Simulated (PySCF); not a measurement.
Precursor series Zr Cl-NH2. All species are isolated molecules in the gas phase. One relaxed conformer stands for each flexible species; it need not be the lowest.

Method: PySCF with TPSSh-D3(BJ)/def2-TZVP // TPSS-D3(BJ)/def2-SVP. All candidates: neutral, multiplicity 1. 

- HOMO: -7.64 eV
- LUMO: -2.73 eV
- HOMO–LUMO gap: 4.91 eV

Identify which member has these values.
A. [Zr(Cl)4]
B. [Zr(Cl)3(NH2)]
C. [Zr(Cl)(NH2)3]
D. [Zr(Cl)2(NH2)2]

B, [Zr(Cl)3(NH2)]. The others give [Zr(Cl)2(NH2)2]: -7.02 eV, -2.23 eV, 4.79 eV; [Zr(Cl)4]: -9.01 eV, -3.22 eV, 5.78 eV; [Zr(Cl)(NH2)3]: -6.57 eV, -0.98 eV, 5.60 eV
